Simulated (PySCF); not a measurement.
PySCF input file for HfI₂, SMILES [I][Hf][I], multiplicity 1, B3LYP-D3(BJ)/def2-SVP. Geometry optimised at B3LYP-D3(BJ)/def2-SVP. The multiplicity is an assumed one; other spin states were not compared. The def2 effective core potentials stand for the cores of Hf, I; spin–orbit coupling is left out.

```python
import numpy as np
from pyscf import gto, scf, dft, df
from pyscf.hessian import thermo

mol = gto.M(
    atom='''
    Hf    0.00000000    0.00000000    0.00000000
    I     0.00000000    0.00000000    2.70584237
    I     0.00000000    0.00000000   -2.70584237
    ''',
    basis='def2-SVP',
    ecp={'Hf': 'def2-svp', 'I': 'def2-svp'},
    charge=0,
    spin=0,
    max_memory=1600,
    verbose=3,
)
mf = dft.RKS(mol, xc='b3lyp').density_fit(auxbasis='def2-universal-jkfit')
mf.disp = 'd3bj'
mf.grids.level = 3
mf.conv_tol = 1e-11
mf.max_cycle = 100
mf.kernel()

# [left out here: the lines that compute and print the analytic Hessian (its translational invariance restored by hand, since the grid's response is missing), thermochemistry and intensities]
```

Log of the run:

```
converged SCF energy = -643.678425008379

WARN: DFTD3 does not support analytical Hessian, using finite difference


WARN: Mole.unit (angstrom) is changed to Bohr

Mode                                 0                   1                   2
Irrep
Freq [cm^-1]                       10.8955             10.8956            153.9764
Reduced mass [au]                 152.8385            152.8385            126.9045
Force const [Dyne/A]                0.0107              0.0107              1.7727
Char temp [K]                      15.6763             15.6763            221.5378
Normal mode                   x     y     z       x     y     z       x     y     z
       0  Hf                 0.05 -0.03 -0.00   -0.03 -0.05  0.00   -0.00 -0.00 -0.00
       1   I                -0.03  0.02  0.00    0.02  0.03 -0.00    0.00  0.00  0.06
       2   I                -0.03  0.02 -0.00    0.02  0.03  0.00    0.00  0.00 -0.06
Mode                                 3
Irrep
Freq [cm^-1]                      216.6440
Reduced mass [au]                 152.8385
Force const [Dyne/A]                4.2265
Char temp [K]                     311.7025
Normal mode                   x     y     z
       0  Hf                -0.00 -0.00 -0.06
       1   I                 0.00  0.00  0.04
       2   I                 0.00  0.00  0.04
temperature 298.1500 [K]
pressure 101325.00 [Pa]
Rotational constants [GHz] inf 0.27196 0.27196
Symmetry number 2
Zero-point energy (ZPE) 0.00089 [Eh]   2347.142 [J/mol]
                           tot       elec      trans        rot        vib
Entropy [J/mol/K]       355.333      0.000    184.438     85.999     84.896
Cv [J/mol/K]             52.950      0.000     12.472      8.314     32.164
Cp [J/mol/K]             61.265      0.000     20.786      8.314     32.164
Internal energy [J/mol]                      3718.434   2478.956  10251.764
Internal energy [Eh]   -643.67216  -643.67843
Enthalpy [J/mol]                             6197.391   2478.956  10251.764
Enthalpy [Eh]          -643.67122
Gibbs free energy [J/mol]                  -48792.790 -23161.534 -15060.117
Gibbs free energy [Eh] -643.71157
static polarisability / bohr^3: [[ 92.722   0.     -0.   ]
 [  0.     92.722  -0.   ]
 [ -0.      0.    173.729]]
largest difference of analytic and finite-field dipole derivatives / e: 0.00754421756629009
mode   freq/cm-1   IR/(km/mol)   Raman/(A^4/amu)   depolarisation
   1       10.90         0.418             0.000            0.657
   2       10.90         0.418             0.000            0.388
   3      153.98         0.000             7.863            0.383
   4      216.64        60.499             0.000            0.497
max |gradient| / (hartree/bohr): 2.6483766339691897e-06
APT charges: [ 0.9914 -0.4957 -0.4957]
```

The calculation finished and met its thresholds.
